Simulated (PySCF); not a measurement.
prop-2-enoxyboronic acid (C3H7BO3), SMILES C=CCOB(O)O. Atoms are numbered in the order given.

```xyz
14

C      3.0102    -0.0682     0.4499
C      1.6971    -0.2940     0.5244
C      0.8333    -0.6707    -0.6447
O     -0.2144     0.2705    -0.8549
B     -1.3424     0.2572    -0.0885
O     -2.3087     1.2038    -0.2922
O     -1.5114    -0.6945     0.8786
H      3.6010     0.1848     1.3346
H      3.5478    -0.1335    -0.5023
H      1.1766    -0.2234     1.4868
H      0.4020    -1.6739    -0.4779
H      1.4324    -0.7038    -1.5680
H     -2.0600     1.8173    -0.9948
H     -2.3550    -0.5940     1.3352
```

Coordinates come from a B3LYP-D3(BJ)/def2-SVP optimisation. Other conformers were not sampled.

Two levels are set side by side: PBE/pcSseg-1 (PySCF) and B3LYP/pcSseg-1 (PySCF). GIAO shifts against BF3 (¹¹B), H2O (¹⁷O), TMS (¹H), TMS (¹³C) at the same level; non-relativistic, no solvent, atoms listed together averaged. Differences are taken from unrounded values.

```tsv
quantity	PBE
δ(¹³C) of C1 (ppm)	124.1
δ(¹³C) of C2 (ppm)	147.7
δ(¹³C) of C3 (ppm)	74.6
δ(¹⁷O) of O4 (ppm)	105.0
δ(¹¹B) of B5 (ppm)	6.5
δ(¹H) of H8, H9 (ppm)	5.60
δ(¹H) of H10 (ppm)	6.75
δ(¹H) of H13, H14 (ppm)	3.17
```

Task: These are the PBE values. What does B3LYP give? (Estimate from the structure and the level; the computed values follow.)

Result: 
| quantity | B3LYP | PBE minus B3LYP |
|---|---|---|
| δ(¹³C) of C1 (ppm) | 125.6 | -1.5 |
| δ(¹³C) of C2 (ppm) | 149.7 | -2.0 |
| δ(¹³C) of C3 (ppm) | 73.3 | 1.4 |
| δ(¹⁷O) of O4 (ppm) | 97.1 | 7.9 |
| δ(¹¹B) of B5 (ppm) | 7.6 | -1.1 |
| δ(¹H) of H8, H9 (ppm) | 5.55 | 0.05 |
| δ(¹H) of H10 (ppm) | 6.67 | 0.08 |
| δ(¹H) of H13, H14 (ppm) | 3.27 | -0.10 |

Rough cost on one machine, each run with all the roots and properties that it gave: B3LYP against PBE within a factor of 2.
